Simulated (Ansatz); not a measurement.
| atom | x (Å) | y (Å) | z (Å) |
| --- | --- | --- | --- |
| Li | 1.1079 | 0.0376 | -0.0328 |
| Li | -1.1099 | 0.0329 | -0.0373 |
| F | 0.0167 | 1.3138 | 0.0420 |
| F | 0.0039 | -1.3052 | -0.0482 |

Basis set: aug-cc-pVDZ (spherical functions). Correlated methods keep 2 orbitals frozen. Charge 0, multiplicity 1.

Computed with Ansatz (development build ahead of 0.2.0); each method stands on the lowest determinant of its kind that the runs found. Restricted open shells among the atoms or ions are ROHF, correlated in semicanonical orbitals with singles.

Give the atomization energy at this shape (free ground-state atoms in the same class of orbitals less the molecule, no zero-point energy) of singlet Li2F2 by RHF-MP2, RHF.

| method | atomization energy |
| --- | --- |
| RHF-MP2 | 14.97 eV |
| RHF | 10.83 eV |
